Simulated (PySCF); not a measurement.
**How methods differ on the excitation energy of Cl+**

Cl+ [Ne] 3s2 3p4 (3P) → Cl+ [Ne] 3s2 3p3 3d1 (5D), as a difference of total energies. All numbers are calculated (PySCF 2.14, the spin-free X2C one-electron Hamiltonian (Gaussian nucleus), in aug-cc-pVDZ-DK (5s4p2d, 27 functions)). Correlated levels: valence: [Ne] frozen. The calculations carry no spin-orbit coupling.

```
           method  excitation energy (eV)  error (eV)
              UHF                  14.717      +1.084
              LDA                  15.445      +1.812
              PBE                  15.205      +1.572
             PBE0                  15.254      +1.621
           r2SCAN                  15.293      +1.660
             MN15                  15.730      +2.097
              M06                  15.640      +2.007
            M06-L                  15.432      +1.799
           B2PLYP                  15.567      +1.934
    MP2 (valence)                  15.382      +1.749
SCS-MP2 (valence)                  15.399      +1.766
```

Reference: 13.633 eV (measured; NIST levels, between the centres of gravity of the two terms).

Errors of the correlated levels include the incompleteness of this basis and the frozen core.

The promoted electron is Rydberg-like, and one or two diffuse shells describe it only roughly, which tends to raise the upper state.
